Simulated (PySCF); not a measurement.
Members of one family of related compounds. The calculation used TDDFT CAM-B3LYP/def2-SVPD, vertical, gas phase, core orbitals frozen in the response in PySCF. Geometries: PBE0-D3(BJ)/def2-SVP; one conformer of each isolated species. Triplets are in the Tamm–Dancoff approximation. 'Strongest' means the level of largest summed f among the lowest 10 singlets; it needn't be the same kind of state in each. Relativistic effects are left out although some hold elements past zinc.

Question: Rank by computed lowest singlet excitation energy, lowest first.
A. `CSC1CC[AsH]CC1`
B. `[AsH]1CCC(NC)CC1`
C. `O=CC1CC[AsH]CC1`
D. `OCC1CC[AsH]CC1`

Answer: C (4.32 eV), A (5.52 eV), B (6.04 eV), D (6.35 eV).

```
         SMILES  S1 (eV)  HOMO (eV)  first f ≥ 0.01 (nm)  f (S1)  gap (eV)  f (strongest)    S1 mainly
O=CC1CC[AsH]CC1     4.32      -8.24                  198   0.000      8.59           0.15  H-1→L (95%)
 CSC1CC[AsH]CC1     5.52      -7.68                  203   0.000      8.72           0.15  H→L+1 (64%)
 CNC1CC[AsH]CC1     6.04      -7.73                  195   0.001      9.04           0.13  H→L+2 (47%)
 OCC1CC[AsH]CC1     6.35      -7.90                  195   0.069      8.96           0.15  H→L+2 (87%)
```

H and L stand for HOMO and LUMO.

- `O=CC1CC[AsH]CC1`: S1 has the pattern of n→π* at C=O.
- `CSC1CC[AsH]CC1`: Löwdin shares by element: HOMO sulfur 67%, carbon 18% or more; LUMO arsenic 14%, sulfur 11%, hydrogen 10% or more, carbon 8% or more (atoms not listed hold the other 58%).
- `CNC1CC[AsH]CC1`: Löwdin shares by element: HOMO nitrogen 54%, carbon 24% or more (atoms not listed hold the other 22%); LUMO carbon 24% or more, arsenic 18% (atoms not listed hold the other 58%).
- `OCC1CC[AsH]CC1`: Löwdin shares by element: HOMO arsenic 59%, carbon 19% or more, hydrogen 6% or more (atoms not listed hold the other 16%); LUMO oxygen 32%, hydrogen 22% or more, carbon 15% or more (atoms not listed hold the other 31%).
